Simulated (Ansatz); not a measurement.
Consider the β-hydride elimination: `CC[SiH2]Br` → `[SiH3]Br` + ethylene.

Calculated with Ansatz (gas phase, PBE0-D4/def2-TZVP geometries, no zero-point term in ΔE). CBS: MP2 limit from def2 TZ/QZ plus the TZ coupled-cluster correction, frozen cores. This one scheme is used for every species. DFT in def2-TZVPP. HSE06 is defined as in plane-wave codes. For Br outer-core shells are correlated without core-valence functions, which leaves a few kJ/mol of doubt a bond. Scalar relativity is left out up to krypton. One conformer a species, not always the lowest.

```csv
level,ΔE (kJ/mol),difference from CCSD(T)/CBS
B97M-V,151.0,4.6
HSE06-D4,164.8,18.4
ωB97M-V,151.4,5.0
PBE,146.1,-0.3
CCSD(T)/def2-SVP,140.1,-6.3
MP2/def2-TZVPP,157.3,10.9
CCSD(T)/def2-TZVPP,143.9,-2.5
MP2/def2-QZVPP,158.5,12.1
SCS-MP2/def2-QZVPP,144.4,-2.0
MP2/CBS(def2),159.8,13.4
CCSD(T)/CBS,146.4,0
```

Largest T1 diagnostic among the species: 0.011.

From BLYP to BHLYP (50 % exact exchange), in def2-TZVPP and without D4, ΔE moves by +27.3 kJ/mol. In def2-TZVPP, CCSD(T) changes the Hartree–Fock value by +28.8 kJ/mol (the triples alone add +1.3 kJ/mol) and MP2 by +42.2 kJ/mol. At CCSD(T), def2-SVP lies −6.3 kJ/mol from the extrapolated value and def2-TZVPP −2.5 kJ/mol.
